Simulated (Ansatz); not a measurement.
A nudged elastic band was laid between two geometries of CH5AlBNO (10 atoms, charge 0, multiplicity 1).

Method: RKS B3LYP-D4/def2-SVP in Ansatz 0.2.0.

| Quantity | Value |
| --- | --- |
| movable images | 9 |
| climbing image | yes |
| spring | 5.0 eV/Å² |
| optimiser | quadratic models (default) |
| start path | IDPP |
| force threshold | 0.05 eV/Å |
| iteration limit | 60 |
| end points | relaxed |

Initial state:

```xyz
10
Properties=species:S:1:pos:R:3
B 0.257 1.323 0.929
N -0.112 0.023 0.572
Al -0.496 -1.719 0.601
C -0.345 -0.468 -0.857
O 0.793 -0.494 -1.660
H 0.433 1.610 2.092
H 0.393 2.169 0.066
H -0.652 -2.982 1.520
H -1.185 0.072 -1.328
H 0.997 0.415 -1.932
```

Final state:

```xyz
10
Properties=species:S:1:pos:R:3
B 0.252 1.316 1.083
N -0.093 0.046 0.592
Al -0.533 -1.689 0.506
C -0.274 -0.301 -0.845
O 0.943 -0.204 -1.539
H 0.381 1.471 2.277
H 0.390 2.247 0.321
H -0.663 -2.955 1.432
H -1.076 0.277 -1.338
H 0.757 -0.260 -2.485
```

Task: What changes between the two ends?

Result: No bond is made or broken. The dihedral H9–C4–O5–H10 goes from 52 to -41°.

Task: What energy profile does the band end with?

Result: The forces met the threshold. The highest image is number 8 of 0 to 10, 0.098 eV above the first end and 0.000 eV above the last; the last end lies 0.097 eV above the first. The top lies less than 8 meV above the higher end, about what the thresholds resolve: that end is a shoulder or a very shallow well. A vibrational analysis at the climbing image gives one clearly imaginary mode, 167i cm⁻¹: a first-order saddle point.

```tsv
image	path coordinate (Å)	energy (eV)	dihedral H9–C4–O5–H10 (°)
0	0.00	0.000	52
1	0.13	0.003	47
2	0.26	0.013	39
3	0.38	0.029	30
4	0.51	0.050	20
5	0.64	0.071	8
6	0.77	0.087	-3
7	0.90	0.095	-15
8	1.03	0.098	-26
9	1.13	0.097	-34
10	1.24	0.097	-41
```

Task: What is the geometry of the highest image?

Result: 
```xyz
10
Properties=species:S:1:pos:R:3
B 0.251 1.287 1.093
N -0.103 0.023 0.596
Al -0.549 -1.710 0.492
C -0.265 -0.320 -0.850
O 0.953 -0.225 -1.539
H 0.356 1.443 2.290
H 0.423 2.215 0.333
H -0.688 -2.985 1.404
H -1.064 0.257 -1.348
H 0.769 -0.035 -2.468
```

Time of the run: 80 s on 2 threads of Intel(R) Xeon(R) 6975P-C (Granite Rapids) (shared host), peak memory 0.22 GiB.
